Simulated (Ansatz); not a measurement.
Ansatz (an electronic-structure program) input:
A basis named .json is the Basis Set Exchange file of that set.

Ansatz 0.2 input:
```yaml
crystal:
  periodic: [false, false, false]
  atoms:
    - {symbol: P, position_ang: [1.94572368, 0.20998276, -0.22772611]}
    - {symbol: Si, position_ang: [-0.24252263, 0.78516422, -0.23910621]}
    - {symbol: P, position_ang: [-1.62812396, -0.82109801, 0.56960834]}
    - {symbol: H, position_ang: [1.89805541, -0.33220133, 1.08231277]}
    - {symbol: H, position_ang: [1.75516431, -1.05368616, -0.85361889]}
    - {symbol: H, position_ang: [-0.59107663, 1.28288032, -1.59838451]}
    - {symbol: H, position_ang: [-2.81686190, -0.13036634, 0.21471213]}
    - {symbol: H, position_ang: [-1.61396019, -1.59219658, -0.62576807]}
basis:
  gaussian:
    orbitals: cc-pV_Q+d_Z.json
hamiltonian:
  xc: pbe
magnetization: {spin_polarized: true, initial_magnetization: 1}
correlation: {method: rpa, electrons: outside_noble_gas}
```

Question: What final total energy does it print?

Answer: -974.17048 Eh (RPA@PBE/cc-pV(Q+d)Z). The basis has 342 functions.

It need not be the lowest isomer of its formula.
